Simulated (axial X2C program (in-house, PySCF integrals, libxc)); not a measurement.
**Which molecule has these constants?**

All values come from calculations with an in-house relativistic program for diatomic molecules, spin-free (one-electron X2C) or two-component (2c: spin–orbit coupling with atomic mean-field Coulomb and Gaunt terms, which also bring small scalar terms), in Dyall basis sets with cores contracted in-house; open shells are unrestricted.

A two-component PBE0 calculation in a Dyall 3-zeta basis gave Re = 1.615 Å, ωe = 2313.2 cm⁻¹, De = 3.12 eV, dipole magnitude 0.48 D, Ω = 0.

Question: Which molecule is it?
A. HI
B. LiI
C. NaI

Answer: A. The others have LiI 2.393 Å and 495.7 cm⁻¹ (Ω = 0); NaI 2.716 Å and 257.2 cm⁻¹ (Ω = 0).

Each entry is the lowest single determinant of a limited PBE0 search at one distance. De goes to single-determinant-based atoms at the same level (for ions the charge split of lowest energy) and is withheld (n/a) where an atom does not fit its ground term or J level. Main or longest-lived isotopes. The functionals have no current term, which raises determinants with orbital currents.
